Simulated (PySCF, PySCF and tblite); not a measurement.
A run on one conformer of C5H12GeN2S, numbered as in [CH3:1][S:2][Ge@@H:3]1[NH:4][C@@H:5]2[CH2:6][CH2:7][N:8]1[CH2:9]2, from an ensemble study. The sound level was wB97X-D/pcSseg-1 (IEF-PCM, tetrahydrofuran) on GFN2-xTB geometries.

Input:

```
{"job": {"xc": "wB97X-D", "basis": "pcSseg-1", "solvent": "tetrahydrofuran", "scf": {"max_cycle": 5}, "kind": "nmr", "pop": false}, "charge": 0, "multiplicity": 1}
C      3.633620     0.258294    -0.337095
S      2.224723     0.862941    -1.323797
Ge     0.701070    -0.656008    -0.724559
N     -0.919758    -0.685315    -1.621367
C     -1.917049    -0.388551    -0.594704
C     -1.820018     1.054629    -0.074074
C     -0.714179     0.946833     1.004036
N     -0.206083    -0.425661     0.939754
C     -1.425597    -1.162307     0.626754
H      4.502203     0.805984    -0.686274
H      3.459216     0.461187     0.714198
H      3.770954    -0.806396    -0.502597
H      1.332468    -2.050183    -0.740864
H     -1.039465    -0.119205    -2.450742
H     -2.911539    -0.667641    -0.947654
H     -1.541077     1.742100    -0.873694
H     -2.767029     1.380374     0.355489
H      0.095215     1.665573     0.857823
H     -1.132790     1.104416     2.003195
H     -1.213206    -2.205871     0.397189
H     -2.120601    -1.098249     1.465894
```

Command: OMP_NUM_THREADS=1 python ens_run.py task.json out

Output:

```
final grid: 167272 points
cycle   1  E = -2782.0625158711  dE =  8.558e-01  |g| = 9.512e-01  |ddm| = 4.273e+00
cycle   2  E = -2782.0755487165  dE = -1.303e-02  |g| = 9.093e-01  |ddm| = 1.130e+00
cycle   3  E = -2782.1640398392  dE = -8.849e-02  |g| = 7.948e-02  |ddm| = 5.741e-01
cycle   4  E = -2782.1649638682  dE = -9.240e-04  |g| = 2.809e-02  |ddm| = 8.376e-02
cycle   5  E = -2782.1651355250  dE = -1.717e-04  |g| = 8.925e-03  |ddm| = 3.424e-02
SCF not converged, last energy = -2782.1651355250
```

**Question.** What is wrong with this calculation?

**Answer.** The setting at fault: too few SCF cycles. The run did not converge.
